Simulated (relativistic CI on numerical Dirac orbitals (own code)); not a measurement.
## Electric-dipole lines of In¹⁴⁺

Computed by Dirac-Coulomb-Breit CI, separate exchange-only KLI orbitals for each configuration, a model potential for QED, unscaled Slater integrals (own radial code, finite nucleus).

Configurations in the expansion (outside the closed core [Ar] 3d10): 4s2.4p5, 4s.4p6, 4s2.4p4.4d, 4s.4p5.4d, 4s2.4p4.4f, 4s.4p5.4f, 4p6.4d, 4s.4p4.4d2, 4s2.4p4.5s, 4s2.4p3.4d.4f, 4s2.4p4.5p, 4p5.4d2, 4p4.4d3, 4p4.4d2.4f, 4p4.4d2.5s. Double excitations out of closed p, d and f shells are left out; levels of such configurations are missing from the list, as are those of other unlisted configurations, and high levels can miss mixing partners. These lack a partner that the ground configuration has and come out too high: 4s2.4p4.5p.

```tsv
λ vac (nm)	Lower	Upper	A (s⁻¹)	log gf	S velocity/length
8.0571	4s2.4p5 2P°_3/2 [1]	4s2.4p4.5s 2P_3/2 [69]	2.34e+11	-0.04	0.90
12.834	4s.4p6 2S_1/2 [3]	4s.4p5.4d 2P°_3/2 [54]	3.75e+11	0.57	0.80
12.901	4s.4p6 2S_1/2 [3]	4s.4p5.4d 2P°_1/2 [53]	3.64e+11	0.26	0.79
13.981	4s2.4p5 2P°_3/2 [1]	4s2.4p4.4d 2D_5/2 [29]	5.71e+11	1.00	0.72
14.092	4s2.4p5 2P°_1/2 [2]	4s2.4p4.4d 2D_3/2 [31]	5.38e+11	0.81	0.71
14.122	4s2.4p5 2P°_3/2 [1]	4s2.4p4.4d 2P_3/2 [28]	4.83e+11	0.76	0.64
14.459	4s2.4p4.4d 4D_3/2 [5]	4s2.4p4.4f 4F°_3/2 [60]	9.95e+10	0.10	0.97
14.618	4s2.4p4.4d 4D_5/2 [4]	4s2.4p4.4f 4F°_5/2 [58]	9.70e+10	0.27	0.99
14.619	4s2.4p4.4d 4D_3/2 [5]	4s2.4p4.4f 4F°_5/2 [58]	1.14e+11	0.34	1.02
14.659	4s2.4p5 2P°_3/2 [1]	4s2.4p4.4d 2S_1/2 [26]	4.13e+11	0.42	0.74
14.708	4s2.4p4.4d 4D_5/2 [4]	4s2.4p4.4f 4F°_7/2 [56]	1.32e+11	0.53	1.03
14.835	4s2.4p4.4d 2D_3/2 [10]	4s2.4p4.4f 2F°_5/2 [63]	1.25e+11	0.39	1.02
14.848	4s2.4p4.4d 4D_7/2 [7]	4s2.4p4.4f 4F°_7/2 [56]	7.27e+10	0.28	1.01
14.901	4s2.4p4.4d 4D_7/2 [7]	4s2.4p4.4f 4F°_9/2 [55]	1.50e+11	0.70	1.05
14.974	4s2.4p4.4d 2F_5/2 [23]	4s2.4p4.4f 2F°_7/2 [78]	1.20e+11	0.51	1.06
15.002	4s2.4p5 2P°_1/2 [2]	4s2.4p4.4d 2P_1/2 [30]	3.89e+11	0.42	0.63
15.092	4s2.4p4.4d 4F_5/2 [13]	4s2.4p4.4f 2F°_7/2 [66]	8.41e+10	0.36	1.09
15.111	4s2.4p4.4d 2G_7/2 [20]	4s2.4p4.4f 2H°_9/2 [73]	1.36e+11	0.67	1.18
15.169	4s2.4p4.4d 2F_5/2 [21]	4s2.4p4.4f 4D°_7/2 [75]	1.09e+11	0.48	1.10
15.173	4s2.4p4.4d 2F_7/2 [9]	4s2.4p4.4f 2G°_9/2 [59]	1.48e+11	0.71	1.18
15.174	4s2.4p4.4d 4F_3/2 [14]	4s2.4p4.4f 4G°_5/2 [65]	1.00e+11	0.32	1.16
15.195	4s2.4p4.4d 4F_7/2 [17]	4s2.4p4.4f 4G°_9/2 [68]	1.60e+11	0.74	1.11
15.196	4s2.4p4.4d 4P_5/2 [15]	4s2.4p4.4f 2F°_7/2 [66]	8.03e+10	0.35	1.09
15.201	4s2.4p4.4d 2D_5/2 [27]	4s2.4p4.4f 2F°_7/2 [91]	1.63e+11	0.66	1.10
15.294	4s2.4p4.4d 4F_9/2 [8]	4s2.4p4.4f 4G°_11/2 [57]	1.47e+11	0.79	1.16
15.312	4s2.4p4.4d 2F_7/2 [24]	4s2.4p4.4f 2G°_9/2 [79]	1.26e+11	0.65	1.17
15.365	4s2.4p4.4d 4F_9/2 [8]	4s2.4p4.4f 4F°_9/2 [55]	4.59e+10	0.21	1.07
15.390	4s2.4p4.4d 2G_9/2 [22]	4s2.4p4.4f 2H°_11/2 [72]	1.42e+11	0.78	1.19
20.721	4s2.4p4.4d 2G_9/2 [22]	4s.4p5.4d 2F°_7/2 [50]	6.89e+10	0.55	1.07
21.846	4s2.4p4.4d 4F_9/2 [8]	4s.4p5.4d 4D°_7/2 [39]	2.64e+10	0.18	1.30
```

Terms are leading LS components. Brackets give the number of a level in order of energy, since labels repeat. The list gives strong lines, with weight on those to low levels, among the lowest 200 of 2370 levels, so that lines to higher ones, which can be the strongest, are missing. Levels whose partners in the same complex of configurations lie outside the list can be far off, and so can their lines. Rates are taken at the computed energies, electric ones in the length gauge. A velocity-to-length ratio far from 1 marks an uncertain rate.

At this charge energies of transitions that change n are usually good to better than 1 %, and those within a shell (Δn = 0) to a few per cent.

LS names give the leading component of a level, which can be under half, so a name can repeat, a term be missing and a line seem to break the LS rules.
